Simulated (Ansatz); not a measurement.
`[NH2][Ge][Br]` + HBr → `[Br][Ge][Br]` + NH₃  (ligand exchange at a Ge–N bond)

Calculated with Ansatz (gas phase, PBE0-D4/def2-TZVP geometries, no zero-point term in ΔE). CCSD(T)/CBS adds triple-zeta CCSD(T) − MP2 to the extrapolated MP2 energy (def2 sets, frozen cores). This one scheme is used for every species. DFT in def2-TZVPP. For Br, Ge outer-core shells are correlated without core-valence functions, which leaves a few kJ/mol of doubt a bond. Scalar relativity is left out up to krypton. Each species was taken in one conformer, which may not be the lowest.

| species | BHLYP energy (Eh) |
| --- | --- |
| `[NH2][Ge][Br]` | -4707.14651 |
| HBr | -2574.74867 |
| `[Br][Ge][Br]` | -7225.36988 |
| NH₃ | -56.54749 |

(1) Work out ΔE.

Largest T1 diagnostic among the species: 0.012.

Results:

(1) ΔE = (-7225.36988) + (-56.54749) − (-4707.14651) − (-2574.74867) = -0.02219 Eh = -58.3 kJ/mol. CCSD(T)/CBS gives -53.7 kJ/mol.

In def2-TZVPP, CCSD(T) changes the Hartree–Fock value by +9.1 kJ/mol (the triples alone add −0.3 kJ/mol) and MP2 by +7.6 kJ/mol. From BLYP to BHLYP (50 % exact exchange), in def2-TZVPP and without D4, ΔE moves by +4.1 kJ/mol. At CCSD(T), def2-SVP lies +14.1 kJ/mol from the extrapolated value and def2-TZVPP +5.7 kJ/mol.
